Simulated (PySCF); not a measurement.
r2SCAN on S⁻ (sulfur, charge -1), [Ne] 3s2 3p5, 2P determinant. Computed with PySCF 2.14 in x2c-TZVPPall with one added diffuse shell each of s, p, d type (6s6p4d1f, 51 functions), with scalar relativity by spin-free X2C-1e.

```
cycle= 1 E= -399.250546560135  delta_E= -0.00736  |g|= 0.0163  |ddm|=  0.1
cycle= 2 E= -399.250649896377  delta_E= -0.000103  |g|= 0.0144  |ddm|= 0.0348
cycle= 3 E= -399.250778528987  delta_E= -0.000129  |g|= 0.00501  |ddm|= 0.0216
cycle= 4 E= -399.250796263417  delta_E= -1.77e-05  |g|= 0.000857  |ddm|= 0.00608
cycle= 5 E= -399.250797327795  delta_E= -1.06e-06  |g|= 0.000155  |ddm|= 0.00201
cycle= 6 E= -399.250797404668  delta_E= -7.69e-08  |g|= 4.16e-05  |ddm|= 0.000701
cycle= 7 E= -399.250797408981  delta_E= -4.31e-09  |g|= 3.41e-06  |ddm|= 0.000188
cycle= 8 E= -399.250797408997  delta_E= -1.63e-11  |g|= 1.55e-07  |ddm|= 1.06e-05
converged SCF energy = -399.250797408997  <S^2> = 0.75738158  2S+1 = 2.007368
```

Highest occupied orbital energy: 0.997 eV; ⟨L²⟩ = 2.04; populations by l: s 6.00, p 11.00, d 0.00, f 0.00.

Q: Can this result be used?

A: With care. The run converged. At r2SCAN the highest occupied level has a positive energy, so only the finite basis holds that electron; in a semilocal or global hybrid functional this comes from self-interaction and does not mean that the real anion is unbound.
